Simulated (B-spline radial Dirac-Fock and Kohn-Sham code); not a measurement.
**Kohn-Sham estimates against Dirac-Fock for the levels of Au**

System: atomic gold, 1s2 2s2 2p6 3s2 3p6 3d10 4s2 4p6 4d10 4f14 5s2 5p6 5d10 6p1 (an excited configuration).

The density-functional columns are spherical, spin-unpolarised Dirac-Kohn-Sham results without Breit or QED terms: −ε is minus the orbital energy of the initial state and ΔSCF the difference of two total energies. The reference in the last column comes from Dirac-Fock energy differences between relaxed states, corrected for Breit and QED terms. All numbers are from a radial atomic solver, in eV; a selection of levels is shown. For the 1s level of heavy atoms much of the gap between ΔSCF and the reference is the Breit and QED part, -435.1 eV here; for other levels the error of the functional can be larger.

```
     level   LDA −ε  LDA ΔSCF  Dirac-Fock
    K (1s)  80547.2   81153.2     80728.8
   L1 (2s)  14204.6   14315.0     14370.4
L2 (2p1/2)  13630.4   13774.0     13743.1
L3 (2p3/2)  11796.9   11916.9     11928.3
   M1 (3s)   3353.6    3384.6      3442.8
M2 (3p1/2)   3093.7    3127.3      3163.7
M3 (3p3/2)   2689.2    2719.0      2758.8
M4 (3d3/2)   2254.2    2290.6      2301.4
M5 (3d5/2)   2167.2    2202.2      2216.0
   N1 (4s)    728.8     742.0       777.2
N2 (4p1/2)    617.7     630.9       657.9
N3 (4p3/2)    520.5     532.8       560.3
N4 (4d3/2)    338.0     350.1       365.2
N5 (4d5/2)    319.9     331.8       347.0
N6 (4f5/2)    85.57     96.92       94.63
N7 (4f7/2)    81.75     92.98       90.96
   O1 (5s)    110.5     117.3       124.1
O2 (5p1/2)    74.36     80.81       84.20
O3 (5p3/2)    57.70     63.79       67.92
O4 (5d3/2)    10.13     15.21       13.15
O5 (5d5/2)     8.56     13.52       11.63
 P2,3 (6p)     2.06      4.44        3.44
```

Values without a named source are computed, but for edge energies of neutral atoms, which are taken from tables.
